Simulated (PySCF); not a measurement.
# Cost of excited-state runs on `InChI=1S/C3H3Br/c1-2-3-4/h1H,3H2`

Atom-mapped SMILES (the numbers label the heavy atoms): `[CH:1]#[C:2][CH2:3][Br:4]`. Each H is labelled by its parent atom.

PySCF with density fitting, on 1 thread of an Intel Xeon Platinum 8488C, shared host. Command: `OMP_NUM_THREADS=1 python excited_run.py task.json out`

(1) How long does each of these runs take, and how much memory?
- first hyperpolarisability, CAM-B3LYP/aug-cc-pVTZ; usual settings
- excited states, CAM-B3LYP/def2-TZVPD; Tamm-Dancoff; spin-orbit couplings; 6 states; 5 triplets; quadratic response for 4 states; IEF-PCM acetonitrile
- excited states, CAM-B3LYP/def2-TZVPD; Tamm-Dancoff; spin-orbit couplings; 6 states; 5 triplets; quadratic response for 4 states
- excited states, CAM-B3LYP/aug-cc-pVTZ; two-photon moments; 8 states; quadratic response for 6 states; 0 triplets

Results:

(1) 
```tsv
run	level	basis functions	wall time	peak memory (GiB)
first hyperpolarisability	CAM-B3LYP/aug-cc-pVTZ	266	29 s	0.99
excited states	CAM-B3LYP/def2-TZVPD	195	21 s	0.78
excited states	CAM-B3LYP/def2-TZVPD	195	20 s	0.76
excited states	CAM-B3LYP/aug-cc-pVTZ	266	36 s	0.98
```
Times from a shared host are rough.
